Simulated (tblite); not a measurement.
Species: C7H9NOSi.
Numbering: `[CH:1]#[C:2][C@@H:3]1[SiH2:4][CH2:5][CH2:6][O:7][C@@H:8]1[C:9]#[N:10]` (hydrogens: H11 on C1; H12 on C3; H13, H14 on Si4; H15, H16 on C5; H17, H18 on C6; H19 on C8)

A start from a force field or distance geometry was refined with GFN2-xTB geometry optimisation, gas phase (tblite 0.8.0). Values at the start:

```csv
coordinate,start
C1≡C2,1.213 Å
C1–H11,1.055 Å
C2–C3,1.465 Å
C3–Si4,1.898 Å
C3–H12,1.101 Å
Si4–C5,1.878 Å
Si4–H13,1.472 Å
Si4–H14,1.496 Å
C5–C6,1.535 Å
C5–H16,1.102 Å
C6–O7,1.440 Å
C6–H17,1.091 Å
O7–C8,1.456 Å
C8–C9,1.489 Å
C8–H19,1.096 Å
C9≡N10,1.156 Å
C2–C3–Si4,114.3°
C2–C3–C8,112.2°
C3–Si4–C5,101.5°
C3–C8–O7,111.8°
C3–C8–C9,113.8°
Si4–C3–C8,110.9°
Si4–C5–C6,110.8°
C5–C6–O7,111.8°
C2–C3–Si4–C5,-171°
C2–C3–C8–O7,-176°
Si4–C5–C6–O7,-58°
C6–O7–C8–C9,60°
```

**Question.** How do these coordinates change at the GFN2-xTB level?

**Answer.** 
| coordinate | GFN2-xTB (Å or °) | change |
| --- | --- | --- |
| O7–C8 | 1.412 | -0.044 |
| C8–C9 | 1.454 | -0.035 |
| Si4–H14 | 1.463 | -0.033 |
| C6–O7 | 1.414 | -0.026 |
| Si4–C5 | 1.903 | +0.025 |
| C2–C3 | 1.441 | -0.024 |
| C3–Si4 | 1.920 | +0.022 |
| C1≡C2 | 1.197 | -0.016 |
| C9≡N10 | 1.143 | -0.013 |
| C5–H16 | 1.091 | -0.011 |
| Si4–H13 | 1.463 | -0.009 |
| C1–H11 | 1.048 | -0.007 |
| C5–C6 | 1.530 | -0.005 |
| C8–H19 | 1.101 | +0.005 |
| C3–H12 | 1.096 | -0.005 |
| C6–H17 | 1.094 | +0.003 |
| C3–C8–C9 | 109.2 | -4.6 |
| C2–C3–C8 | 110.2 | -2.0 |
| Si4–C3–C8 | 108.9 | -2.0 |
| C5–C6–O7 | 113.5 | +1.7 |
| C3–C8–O7 | 113.3 | +1.5 |
| C2–C3–Si4 | 113.0 | -1.3 |
| Si4–C5–C6 | 110.0 | -0.8 |
| C3–Si4–C5 | 100.7 | -0.8 |
| C6–O7–C8–C9 | 54 | -6 |
| C2–C3–Si4–C5 | -167 | +4 |
| C2–C3–C8–O7 | -178 | -2 |
| Si4–C5–C6–O7 | -57 | +1 |

The energy falls by 19.4 kJ/mol over 61 L-BFGS steps, the largest force on an atom goes from 1.71 to 0.008 eV/Å, and the atoms move by 0.119 Å rms after alignment. The bond that changes most is O7–C8 (cyclic ether oxygen to sp3 carbon bound to oxygen), which shortens by 0.044 Å. Bonds longer at the end by more than 0.005 Å: 2 of 19; shorter: 11. Rotational constants go from 1482, 1074, 781.7 to 1598, 1085, 834.3 MHz.

Time: 0.56 s wall. Hardware: Arm Neoverse V1, one thread, no GPU (shared host).

Its GFN2-xTB frequencies are all real (lowest 63 cm⁻¹). The numbers are those of one conformer. 2 starts were optimised and ended at 0.00 and 1.84 kcal/mol (GFN2-xTB); the lowest of these is shown.

All values are computed, not measured.
